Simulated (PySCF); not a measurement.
## From a raw peak list to a structure

Formula C$_{6}$H$_{14}$O. The spectrum was simulated from the full spin Hamiltonian at 400 MHz with 0.6 Hz Lorentzian lines, from shifts rounded to 0.01 ppm and J to 0.1 Hz, couplings under 1 Hz left out.

Maxima in ppm (height), grouped by integral:
2H: 3.424 (3), 3.407 (7), 3.390 (10), 3.373 (8), 3.357 (3)
12H: 1.058 (100), 1.042 (99)

13C{1H} NMR (computed): δ 69.0 (CH), 22.8 (CH3).

Computed data (PySCF 2.14.0 with density-fitted response routines): NMR shieldings at KT3/pcSseg-1/GIAO, coordinates at the PBE0-D3(BJ)/def2-SVP level, spin–spin couplings from B3LYP/pcJ-1 (without the spin–dipole term). Single conformer, isolated molecule, one averaged value for each set of equivalent atoms, non-relativistic Hamiltonian.

Chemical shifts δ = σref − σ; TMS for 1H (31.32 ppm), 13C (182.31 ppm), all at this level.

Question: Analyse the multiplets.

Answer: 1H NMR (400 MHz, computed): δ 3.39 (m, 2H), 1.05 (m, 12H). These are first-order names from the parameters used; overlap and second-order distortion can hide them in the list.

Question: What is the compound?

Answer: SMILES CC(C)OC(C)C.

Structure with atom numbers: `[CH3:1][CH:2]([CH3:3])[O:4][CH:5]([CH3:6])[CH3:7]` (H(Xn): hydrogen on atom n).

1. δ 3.39: H(C2)/H(C5), hydrogen on an sp3 CH bonded to O, coupled to H(C1)/H(C3)/H(C6)/H(C7) (6.7 Hz).
2. δ 1.05: H(C1)/H(C3)/H(C6)/H(C7), hydrogen on a methyl carbon, coupled to H(C2)/H(C5) (6.7 Hz).

The shifts were computed for this structure.

Multiplet labels drop couplings under 1 Hz and merge nearly equal ones. Couplings among chemically equivalent protons are left out too, so labels in AA′BB′ or AA′XX′ sets are apparent multiplicities. Unscaled 3J(H,H) at this level run about 10 % above measured values. Shifts are as computed, not scaled to solution data. Of 1211 compounds with measured shifts, 218 miss one by over three times the rms of a fit or turn the order of signals round; such compounds aren't used in these exercises.
